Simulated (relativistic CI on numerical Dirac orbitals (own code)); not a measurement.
## Energy levels of Tb

Computed by Dirac-Coulomb-Breit CI, KLI orbitals optimised for each configuration, a model potential for QED, valence Slater integrals scaled by 0.85, configuration energies shifted to the measured levels that pair with them (semi-empirical) (own radial code, finite nucleus).

Configuration list (outside the closed core [Xe]): 4f⁹6s², 4f⁸6s²5d, 4f⁹6s5d, 4f⁹6s7s, 4f¹⁰5g, 4f⁸6s²8s, 4f⁹7s², 4f¹¹. Levels of other configurations are missing.

| No. | Configuration | Term | J | E (eV) | % | Next component (%) | jj configuration (%) |
| --- | --- | --- | --- | --- | --- | --- | --- |
| 41 | 4f⁸(7F)5d | ⁶F | 9/2 | 1.1150 | 75 | 9 ⁶D | 4f5/2^4 4f7/2^4 5d5/2 (33) |
| 42 | 4f⁹6s² | ⁶F° | 7/2 | 1.2538 | 91 | 7 ⁴F° | 4f5/2^4 4f7/2^5 (42) |
| 43 | 4f⁸(7F)5d | ⁶F | 7/2 | 1.2610 | 77 | 9 ⁶D | 4f5/2^4 4f7/2^4 5d5/2 (36) |
| 44 | 4f⁸(7F)5d | ⁸P | 7/2 | 1.2946 | 83 | 8 ⁸D | 4f5/2^4 4f7/2^4 5d5/2 (28) |
| 45 | 4f⁸(7F)5d | ⁶G | 11/2 | 1.3054 | 57 | 25 ⁶H | 4f5/2^4 4f7/2^4 5d5/2 (28) |
| 46 | 4f⁸(7F)5d | ⁶H | 13/2 | 1.3495 | 66 | 23 ⁶G | 4f5/2^4 4f7/2^4 5d5/2 (27) |
| 47 | 4f⁸(7F)5d | ⁶F | 5/2 | 1.3805 | 84 | 5 ⁶G | 4f5/2^4 4f7/2^4 5d5/2 (36) |
| 48 | 4f⁹6s² | ⁶F° | 5/2 | 1.4011 | 92 | 4 ⁴D° | 4f5/2^4 4f7/2^5 (40) |
| 49 | 4f⁸(7F)5d | ⁶G | 9/2 | 1.4420 | 57 | 23 ⁶H | 4f5/2^4 4f7/2^4 5d5/2 (31) |
| 50 | 4f⁸(7F)5d | ⁶F | 3/2 | 1.4644 | 88 | 4 ⁴D | 4f5/2^3 4f7/2^5 5d5/2 (30) |
| 51 | 4f⁸(7F)5d | ⁸P | 5/2 | 1.4751 | 89 | 4 ⁶S | 4f5/2^4 4f7/2^4 5d5/2 (31) |
| 52 | 4f⁹6s² | ⁶F° | 3/2 | 1.4837 | 91 | 7 ⁴D° | 4f5/2^4 4f7/2^5 (52) |
| 53 | 4f⁸(7F)5d | ⁶H | 11/2 | 1.4851 | 64 | 20 ⁶G | 4f5/2^3 4f7/2^5 5d5/2 (26) |
| 54 | 4f⁸(7F)5d | ⁶F | 1/2 | 1.5169 | 93 | 6 ⁴D | 4f5/2^4 4f7/2^4 5d5/2 (31) |
| 55 | 4f⁹6s² | ⁶F° | 1/2 | 1.5403 | 91 | 9 ⁴D° | 4f5/2^5 4f7/2^4 (35) |
| 56 | 4f⁸(7F)5d | ⁶G | 7/2 | 1.5467 | 52 | 15 ⁶H | 4f5/2^4 4f7/2^4 5d5/2 (32) |
| 57 | 4f⁸(7F)5d | ⁶D | 9/2 | 1.5630 | 60 | 25 ⁶H | 4f5/2^4 4f7/2^4 5d5/2 (25) |
| 58 | 4f⁸(7F)5d | ⁶P | 7/2 | 1.6022 | 36 | 27 ⁶D | 4f5/2^4 4f7/2^4 5d5/2 (27) |
| 59 | 4f⁸(7F)5d | ⁶H | 9/2 | 1.6124 | 43 | 22 ⁶G | 4f5/2^4 4f7/2^4 5d5/2 (26) |
| 60 | 4f⁸(7F)5d | ⁶G | 5/2 | 1.6453 | 71 | 15 ⁶H | 4f5/2^4 4f7/2^4 5d5/2 (30) |
| 61 | 4f⁸(7F)5d | ⁶H | 7/2 | 1.6846 | 66 | 20 ⁶G | 4f5/2^3 4f7/2^5 5d5/2 (30) |
| 62 | 4f⁸(7F)5d | ⁶G | 3/2 | 1.7087 | 88 | 6 ⁴F | 4f5/2^4 4f7/2^4 5d5/2 (29) |
| 63 | 4f⁸(7F)5d | ⁶H | 5/2 | 1.7404 | 77 | 11 ⁶G | 4f5/2^4 4f7/2^4 5d5/2 (31) |
| 64 | 4f⁸(7F)5d | ⁶D | 5/2 | 1.7787 | 66 | 19 ⁶P | 4f5/2^4 4f7/2^4 5d5/2 (30) |
| 65 | 4f⁸(7F)5d | ⁶P | 7/2 | 1.8703 | 47 | 42 ⁶D | 4f5/2^4 4f7/2^4 5d5/2 (21) |
| 66 | 4f⁸(7F)5d | ⁶D | 3/2 | 1.8790 | 84 | 6 ⁶P | 4f5/2^4 4f7/2^4 5d5/2 (24) |
| 67 | 4f⁸(7F)5d | ⁶D | 1/2 | 1.9347 | 92 | 6 ⁴P | 4f5/2^4 4f7/2^4 5d5/2 (22) |
| 68 | 4f⁸(7F)5d | ⁶P | 5/2 | 2.0812 | 74 | 17 ⁶D | 4f5/2^4 4f7/2^4 5d3/2 (19) |
| 69 | 4f⁹6s² | ⁴F° | 9/2 | 2.2092 | 63 | 19 ⁴G° | 4f7/2^3 (36) |
| 70 | 4f⁸(7F)5d | ⁶P | 3/2 | 2.2211 | 87 | 6 ⁶D | 4f5/2^4 4f7/2^4 5d3/2 (20) |

Energies count from the lowest computed level; ° marks odd parity. Percentages are summed over parent terms; the parents shown are those of the largest component, closed shells are left out there. Filled j subshells are mostly left out of the jj labels. The list stops below the first level whose count of f electrons has no measured partner.

The mean weight of the leading LS term, summed over parents, in these 30 levels is 73 %, and that of the leading jj configuration (from the same eigenvectors) 30 %, so LS coupling describes them better.

Configurations whose levels could be paired with our table of measured levels were shifted onto them, all but the ground configuration, by the median error of their levels; single terms can still be off by 1,000 to 2,000 cm⁻¹ or more, and rates follow the energies as ν³ (E1, M1) or ν⁵ (E2). The others borrow a shift and can be off by several thousand cm⁻¹ or more. The fine structure of a lone outer electron comes out too small, for d and f at times inverted, and misplaced configurations move strength between like terms. 21 of the 39 excited levels that our extract of the measured tables holds in this range could be paired (the sources list more); they are missed by 256 cm⁻¹ on average and 1581 at most, after the shifts were fitted to these levels, and levels without a partner can miss by more.

LS names give the leading component of a level, which can be under half, so a name can repeat, a term be missing and a line seem to break the LS rules.
